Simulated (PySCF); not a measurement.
Job file and geometry (Å, from GFN2-xTB) of an NMR shielding run on SMILES FC([SiH2]CCl)[SiH2]CCl, C3H9Cl2FSi2, GIAO PBE0/pcSseg-1 NMR shielding, non-relativistic, gas phase (PySCF 2.14.0, density-fitted response routines); density fitting, a coarse starting grid and PySCF grid level 2 are the driver's defaults:

```
$ OMP_NUM_THREADS=1 python probes_run.py task.json out

{"job": {"kind": "nmr", "xc": "PBE0", "basis": "pcSseg-1"}, "charge": 0, "multiplicity": 1}
F     -0.111056     1.575416    -1.111722
C     -0.002476     0.182085    -0.961912
Si    -1.783266    -0.520179    -0.961308
C     -2.554805    -0.154393     0.746130
Cl    -1.753410    -1.190795     1.958825
Si     1.139264    -0.114699     0.560907
C      2.848347     0.564957     0.037977
Cl     4.005460     0.289736     1.368859
H      0.504737    -0.150792    -1.873461
H     -1.726036    -1.966386    -1.162833
H     -2.568827     0.175690    -1.982581
H     -3.615787    -0.386004     0.789360
H     -2.412087     0.874610     1.067683
H      1.246501    -1.550053     0.807324
H      0.674837     0.679947     1.693298
H      3.261242     0.066329    -0.836666
H      2.840364     1.636559    -0.149789
```

Task: Write the output of this run.

Result: 
```
coarse grid: 16424 points
cycle   1  E = -1717.9832849943  dE =  4.692e-01  |g| = 4.785e-01  |ddm| = 3.682e+00
cycle   2  E = -1717.9637494344  dE =  1.954e-02  |g| = 6.401e-01  |ddm| = 9.398e-01
cycle   3  E = -1718.0274579696  dE = -6.371e-02  |g| = 7.896e-02  |ddm| = 5.216e-01
cycle   4  E = -1718.0285185904  dE = -1.061e-03  |g| = 2.542e-02  |ddm| = 8.429e-02
cycle   5  E = -1718.0286449992  dE = -1.264e-04  |g| = 5.845e-03  |ddm| = 2.667e-02
cycle   6  E = -1718.0286516990  dE = -6.700e-06  |g| = 2.289e-03  |ddm| = 7.201e-03
final grid: 140920 points
cycle   7  E = -1718.0798352868  dE = -3.715e-05  |g| = 8.594e-03  |ddm| = 2.089e-02
cycle   8  E = -1718.0798229849  dE =  1.230e-05  |g| = 1.140e-02  |ddm| = 1.486e-02
cycle   9  E = -1718.0798506748  dE = -2.769e-05  |g| = 1.299e-03  |ddm| = 8.476e-03
cycle  10  E = -1718.0798508982  dE = -2.235e-07  |g| = 3.366e-04  |ddm| = 1.204e-03
cycle  11  E = -1718.0798509171  dE = -1.893e-08  |g| = 7.001e-05  |ddm| = 3.163e-04
cycle  12  E = -1718.0798509182  dE = -1.062e-09  |g| = 2.113e-05  |ddm| = 1.019e-04
cycle  13  E = -1718.0798509183  dE = -1.073e-10  |g| = 5.359e-06  |ddm| = 2.637e-05
converged SCF energy = -1718.0798509183

GIAO shielding tensors (ppm)
atom      isotropic    diamagn.    paramagn.     s11        s22        s33       span
  0 F      475.177     475.472      -0.295    433.624    468.367    523.539     89.916
  1 C      103.986     253.992    -150.006     52.756     77.069    182.133    129.376
  2 Si     383.218     879.153    -495.935    337.640    392.342    419.673     82.033
  3 C      157.211     252.708     -95.498    133.570    142.872    195.189     61.619
  4 Cl     902.325    1147.630    -245.305    805.163    849.582   1052.230    247.067
  5 Si     390.095     878.821    -488.727    362.411    388.246    419.627     57.216
  6 C      156.407     251.412     -95.004    132.188    143.133    193.901     61.713
  7 Cl     937.941    1143.554    -205.614    833.625    869.523   1110.675    277.050
  8 H       26.560      31.552      -4.993     24.769     25.732     29.178      4.409
  9 H       27.540      28.395      -0.854     24.179     25.681     32.761      8.582
 10 H       27.073      28.428      -1.356     23.057     24.968     33.193     10.135
 11 H       28.589      27.930       0.659     22.154     26.951     36.662     14.508
 12 H       28.461      30.769      -2.308     24.636     26.210     34.537      9.901
 13 H       27.313      28.734      -1.421     22.647     28.630     30.662      8.015
 14 H       27.146      29.150      -2.004     22.315     28.262     30.861      8.546
 15 H       28.757      29.436      -0.679     22.353     28.802     35.117     12.763
 16 H       28.371      29.652      -1.281     22.104     28.552     34.458     12.354
```

Task: Turn these shieldings into chemical shifts. δ = σ(ref) − σ, references computed at the same level: $^{19}$F (σref 170.95) vs CFCl3; $^{13}$C (σref 186.93), $^{29}$Si (σref 349.16), $^{1}$H (σref 31.72) vs TMS; $^{35}$Cl (σref 949.78) vs HCl.

Result: Averaging equivalent atoms: F 0: -304.2; C 1: 82.9; C 3/6: 30.1; Si 2/5: -37.5; Cl 4/7: 30; H 8: 5.16; H 10/13: 4.52; H 9/14: 4.37; H 12/16: 3.30; H 11/15: 3.04 ppm. Unscaled 19F shifts against computed CFCl3 carry errors that often reach 10 to 50 ppm.

Size and cost of the density-fitted run: 209 basis functions, 78 s wall time on 1 thread of an Arm Neoverse N1, shared host; peak memory 0.94 GiB.
